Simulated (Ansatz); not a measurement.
Species: C2H7Si (charge 0, doublet). It need not be the lowest isomer of its formula. 
Coordinates optimised at B3LYP-D3(BJ)/def2-TZVP (Ansatz, a quantum-chemistry and plane-wave program):
SMILES: [CH2]C[SiH3]
```xyz
10

C     -1.5860     0.4710     0.5484
C     -0.7062     0.1590    -0.5942
Si     1.0434    -0.2874     0.0101
H     -2.0984    -0.3170     1.0820
H     -1.6067     1.4642     0.9743
H     -0.6042     1.0075    -1.2773
H     -1.0735    -0.6927    -1.1744
H      0.9766    -1.4680     0.9029
H      1.6172     0.8527     0.7625
H      1.9344    -0.6028    -1.1370
```
Charge 0, spin multiplicity 2.

Dipole moments at this geometry, in debye (magnitudes).

```
level                    program  dipole (D)
-----------------------  -------  ----------
BLYP/def2-TZVPD           Ansatz        0.51
r2SCAN0/def2-TZVPD        Ansatz        0.50
CAM-B3LYP/def2-TZVPD      Ansatz        0.45
wB97M-V/def2-TZVPD        Ansatz        0.48
CCSD(T)/aug-cc-pV(D+d)Z   Ansatz        0.46
```
